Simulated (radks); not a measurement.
The mean radii <r> (bohr) of the occupied orbitals of an atom or ion are listed with their occupations. Calculated with a radial shooting solver on a logarithmic mesh with Libxc functionals: non-relativistic Kohn-Sham, BLYP, spin-unpolarised, spherical densities, point nucleus.

orbital  occ.      <r>
1s          2  0.01892
2s          2  0.07966
2p          6  0.06730
3s          2   0.2008
3p          6   0.1912
3d         10   0.1669
4s          2   0.4398
4p          6   0.4431
4d         10   0.4488
4f         13   0.4635
5s          2   0.9841
5p          6    1.060
5d         10    1.351
6s          1    2.566

Name the element and its charge.

Answer. Z = 80, mercury, charge +2: Hg2+ in [Xe] 4f13 5d10 6s1. The 1s radius gives Z: for a bare nucleus <r> = 1.5/Z, 0.01875 bohr for Z = 80, and screening makes it slightly larger (0.01892 here). The occupations add up to 78, and the charge is Z minus that.
